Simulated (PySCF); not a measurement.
# Tellurium: a sound run and one with changed settings

Sound run: Te⁺ [Kr] 4d10 5s2 5p3, Te²⁺ [Kr] 4d10 5s2 5p2. Calculation: PySCF 2.14, in def2-SVP with the def2 core potential (28 electrons); a scalar-relativistic core potential. In the sound run the correlated levels freeze 4s2 4p6 4d10 outside the core potential. The sound run starts from symmetry-adapted Hartree-Fock orbitals and uses a fine grid where one is needed.

Changed run: a valence shell is frozen. This setting is unsound on purpose.

| species | method | sound run (hartree) | changed run (hartree) | converged |
| --- | --- | --- | --- | --- |
| Te⁺ | MP2 | -266.76035 | -266.72504 | yes |
| Te⁺ | CCSD(T) | -266.77363 | -266.72905 | yes |
| Te²⁺ | MP2 | -266.07482 | -266.04306 | yes |
| Te²⁺ | CCSD(T) | -266.08929 | -266.04464 | yes |

Ionisation energy of Te⁺:

```json
{"method": "UHF", "sound run (eV)": "18.357", "changed run (eV)": "18.357"}
{"method": "MP2", "sound run (eV)": "18.654", "changed run (eV)": "18.558"}
{"method": "SCS-MP2", "sound run (eV)": "18.553", "changed run (eV)": "18.424"}
{"method": "CCSD", "sound run (eV)": "18.619", "changed run (eV)": "18.624"}
{"method": "CCSD(T)", "sound run (eV)": "18.622", "changed run (eV)": "18.624"}
```

Freezing a valence shell removes pair correlation that changes on ionisation.

For comparison, NIST gives 18.6 ± 0.4 eV between the lowest levels.
